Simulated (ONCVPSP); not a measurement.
**What one change does to a pseudopotential (Si (Z = 14), ONCV)**

```
Element                 : silicon
Generator               : ONCVPSP 4.0.1
Type                    : optimised norm-conserving Vanderbilt (ONCV)
Functional              : PBE
Relativity              : scalar-relativistic
Frozen core             : [Ne]
Valence charge          : 4
Reference configuration : 3s1.75 3p2.25
Partial waves           : 3s: rc 1.75 bohr, ncon 3, nbas 7, qcut 4.6 1/bohr, 2 projectors, debl 2 Ha; 3p: rc 1.60 bohr, ncon 4, nbas 8, qcut 4.4 1/bohr, 2 projectors, debl 2.8 Ha
Local potential         : polynomial inside 1.50 bohr (lpopt 5, dvloc0 0 Ha)
Core correction         : none
```

All-electron outer shells of the reference configuration (PBE, scalar-relativistic, ld1.x):

| shell | level (eV) | outermost node (bohr) | outermost maximum (bohr) |
| --- | --- | --- | --- |
| 2s | -139.93 | 0.15 | 0.45 |
| 2p | -95.98 | – | 0.39 |
| 3s | -11.01 | 0.72 | 1.77 |
| 3p | -4.23 | 0.72 | 2.14 |

Change: p: debl 5.25.

Cutoffs: the cutoffs (Ha) at which the residual kinetic energy of the hardest occupied pseudo-wave falls to 1 and 0.1 mHa per electron; they do not see the model core or the augmentation charge, which bear on the density cutoff. Errors are all-electron minus pseudo energies relative to the spin-unpolarised reference configuration.

**Question.** Predict the effect on cutoff, ghosts and configuration errors.

**Answer.** The potential gets neither clearly harder nor softer (7.8 Ha and 12 Ha → 7.8 Ha and 12 Ha); the errors of the 4 common tests hardly move; neither file shows a bound ghost.

| quantity | base | changed |
| --- | --- | --- |
| cutoff, loose | 7.8 Ha | 7.8 Ha |
| cutoff, tight | 12 Ha | 12 Ha |
| bound ghosts | none | none |
| GHOST(+) flags under 300 eV | s at 166.1 eV | s at 166.1 eV |
| error for 3s2 3p2, meV [ΔE -1.69 eV] | +0.1 | +0.2 |
| error for 3s2 3p1, meV [ΔE 6.05 eV] | -2.3 | -2.2 |
| error for 3s2 3p0, meV [ΔE 22.04 eV] | -9.3 | -9.3 |
| error for 3s1 3p0, meV [ΔE 56.02 eV] | +55 | +55 |
| s: phases at 1.78 bohr within 0.05 rad from the reference energy up to (Ha; the scan ends near 5) | 3.9 | 3.9 |
| p: phases at 1.63 bohr within 0.05 rad from the reference energy up to (Ha; the scan ends near 5) | 4.8 | to the end of the scan |

Base: The cutoffs count occupied waves only; projector 2 of the p channel, the hardest unoccupied one, needs 92 Ha at the loose tolerance.
